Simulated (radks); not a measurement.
Pm2+, configuration [Xe] 4f4.5 6p0.5 (fractional occupations, a model configuration). All-electron calculation, scalar-relativistic Kohn-Sham, PBE, spin-unpolarised, spherical densities, finite nucleus; Fermi nuclear charge, rms radius 4.962 fm. Program: a radial shooting solver on a logarithmic mesh with Libxc functionals.

Normalised radial functions P(r) = r R(r), r in bohr:

r              6p
0.00112    0.0004
0.001768   0.0008
0.002811   0.0018
0.004471   0.0040
0.007111   0.0086
0.01131    0.0180
0.01784    0.0345
0.02838    0.0589
0.04514    0.0788
0.07178    0.0591
0.1142    -0.0312
0.1801    -0.1142
0.2865    -0.0135
0.4556     0.1668
0.7246     0.0087
1.152     -0.2791
1.818     -0.0905
2.892      0.4243
4.599      0.5269
7.315      0.1810
11.63      0.0119

6p: eigenvalue -10.990 eV, 4 radial nodes at r = 0.100, 0.295, 0.733, 1.98 bohr, <r> = 4.31 bohr, 90 % of the charge inside 6.15 bohr.
